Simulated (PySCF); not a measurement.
Electron correlation in Xe²⁺ (xenon, charge +2)

[Kr] 4d10 5s2 5p4, high-spin 3P determinant. Calculation: PySCF 2.14, in def2-SVP with the def2 core potential (28 electrons) (6s5p3d2f, 50 functions); scalar relativity through the core potential. Frozen: 4s2 4p6 4d10; 6 electrons correlated.

MP2 pair energies summed by pair of shells (mhartree):

```json
{"pair": "5p-5p", "energy": "-41.71", "share (%)": "46.2"}
{"pair": "5s-5p", "energy": "-41.69", "share (%)": "46.2"}
{"pair": "5s-5s", "energy": "-6.88", "share (%)": "7.6"}
```

Total MP2 correlation energy: -90.27 mhartree.

Same-spin part -20.11 and opposite-spin part -70.16 mhartree; SCS-MP2 scales them by 1/3 and 6/5 to -90.90 mhartree.

| level | correlation energy (mhartree) |
| --- | --- |
| CCSD | -108.14 |
| (T) | -2.57 |
| CCSD(T) | -110.71 |

Diagnostics: T1 = 0.0066, D1 = 0.0203, largest double amplitude 0.044.

Task: Is a single reference adequate?

Result: Yes, within this model without spin-orbit coupling: T1 lies below 0.03 and no double amplitude reaches 0.07.
